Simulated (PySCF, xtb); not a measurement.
In(F)3 anion (F₃In), SMILES [F][In]([F])[F] (connectivity only; charge and spin as stated), charge -1, multiplicity 2.

Harmonic wavenumbers (cm⁻¹) from xtb with GFN2-xTB at its own minimum, in rising order: 26, 74, 74, 228, 228, 232.

Q: What does B3LYP-D3(BJ)/def2-SVPD (PySCF 2.14.0) give at its own minimum? (An estimate is asked for; the answer gives what the named calculation found.)

A: 123, 123, 148, 454, 458, 458. Paired by order, the mean absolute difference is 150 cm⁻¹ and the zero-point energies are 1.2 and 2.5 kcal/mol.
